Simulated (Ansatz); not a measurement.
`[F][GeH2][CH2][SiH3]` + HCl → `[F][GeH2][CH2]Cl` + SiH₄  (substitution at a C–Si bond)

Program: Ansatz. Geometries: PBE0-D4/def2-TZVP. ΔE: electronic, gas phase. CCSD(T)/CBS is the MP2 limit (def2-TZVPP, def2-QZVPP) plus CCSD(T) − MP2 in def2-TZVPP, frozen cores. This one scheme is used for every species. For Ge outer-core shells are correlated without core-valence functions, which leaves a few kJ/mol of doubt a bond. Scalar relativity is left out up to krypton. One conformer a species, not always the lowest.

`[F][GeH2][CH2][SiH3]`:

```xyz
11

F     1.368    0.614    1.752
Ge   -0.129   -0.276    1.597
C    -0.804    0.104   -0.181
Si    0.534    0.168   -1.497
H     0.249   -1.755    1.778
H    -1.026    0.239    2.734
H    -1.523   -0.680   -0.438
H    -1.346    1.053   -0.162
H     1.372    1.381   -1.333
H     1.395   -1.040   -1.402
H    -0.091    0.194   -2.848
```

HCl:

Cartesian coordinates in Å:
```
Cl 0.571 0.010 0.288
H -0.571 -0.010 -0.288
```

`[F][GeH2][CH2]Cl`:

Z-matrix (Å, degrees):
```
Ge
C 1 1.955
F 1 1.740 2 105.9
H 1 1.538 2 111.4 3 114.7
H 1 1.532 2 112.3 3 -116.2
Cl 2 1.777 1 111.3 3 73.1
H 2 1.090 1 110.8 3 -166.6
H 2 1.090 1 109.8 3 -46.5
```

SiH₄:

Cartesian coordinates in Å:
```
Si 0.000 0.000 0.000
H -0.938 0.996 0.576
H 1.397 0.444 0.234
H -0.242 -0.123 -1.460
H -0.216 -1.317 0.650
```

```tsv
species	CCSD(T)/CBS(def2) energy (Eh)
`[F][GeH2][CH2][SiH3]`	-2507.28388
HCl	-460.38127
`[F][GeH2][CH2]Cl`	-2676.16960
SiH₄	-291.46306
```

Task: Work out ΔE.

Result: ΔE = (-2676.16960) + (-291.46306) − (-2507.28388) − (-460.38127) = 0.03249 Eh = +20.4 kcal/mol.

Largest T1 diagnostic among the species: 0.011.

In def2-TZVPP, CCSD(T) changes the Hartree–Fock value by +2.5 kcal/mol (the triples alone add −0.0 kcal/mol) and MP2 by +3.3 kcal/mol. From PBE to PBE0 (25 % exact exchange), in def2-TZVPP and without D4, ΔE moves by +1.1 kcal/mol. The D4 term adds +1.1 kcal/mol with B3LYP and +0.6 kcal/mol with PBE0; it sums over pairs of atoms, weighted by their polarisabilities, and B3LYP, whose exchange is more repulsive, gets the larger term.

B3LYP here is the variant with VWN-RPA as its local correlation; programs differ in this.
